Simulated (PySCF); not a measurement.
**HgI2: from structure and modes to constants**

Level of theory: PySCF, BP86, basis Hg def2-TZVP with ECP60, I def2-TZVP with ECP28 (scalar-relativistic core potentials, no spin–orbit coupling, density fitting).

The singlet minimum has D∞h symmetry. Masses (u): Hg 201.97063, I 126.90447.

```xyz
3
charge 0 multiplicity 1, angstrom
Hg    0.0000    0.0000    0.0000
I     2.6076    0.0000    0.0000
I    -2.6076    0.0000    0.0000
```

Harmonic wavenumbers (cm⁻¹): 53.1 (πu, ×2), 145.3 (σg+, ×1), 218.3 (σu+, ×1).

**Question.** Find the principal moments of inertia and the rotational constants. What kind of rotor is it?

**Answer.** About the centre of mass I = 1725.8 u Å². With B = 16.8576/I this gives 0.009768 cm⁻¹. The molecule is linear.

**Question.** What is the harmonic zero-point energy?

**Answer.** Half the sum of all 4 wavenumbers, 470/2 = 235 cm⁻¹, which is 2.8 kJ/mol (1 cm⁻¹ = 0.0119627 kJ/mol).

**Question.** Find the vibrational entropy and heat capacity at 298.15 K.

**Answer.** With u = 1.43878 ω/T, each mode gives S = R[u/(eᵘ−1) − ln(1−e⁻ᵘ)] and C = R u² eᵘ/(eᵘ−1)².
```csv
ω (cm⁻¹),u,S (J/(mol K)),C (J/(mol K))
53.1 (×2),0.256,19.65,8.27
145.3,0.701,11.44,7.98
218.3,1.053,8.26,7.59
```
The sums over all modes are S = 59.0 and C = 32.1 J/(mol K); the softest mode gives 33 % of the entropy (each member, where degenerate).

**Question.** Give the standard entropy (298.15 K, 1 bar) by its translational, rotational, vibrational and spin parts, and Cp.

**Answer.** Sackur–Tetrode with M = 455.78 u gives 185.2; rotation with symmetry number 2 gives 85.4; vibration 59.0; spin R ln 1 = 0.0. The total is 329.6 J/(mol K), and Cp = 7/2 R + 32.1 = 61.2 J/(mol K).

**Question.** Find the bond force constant k and the stretch–stretch coupling k′ of the valence force field.

**Answer.** For linear XMX, 4π²c²ω(σg)² = (k + k′)/mX and 4π²c²ω(σu)² = (k − k′)(1 + 2mX/mM)/mX. So k + k′ = 1.578 and k − k′ = 1.578 mdyn/Å, giving k = 1.578 and k′ = 0.000 mdyn/Å.

No spin–orbit coupling is included, which matters more the heavier the element.
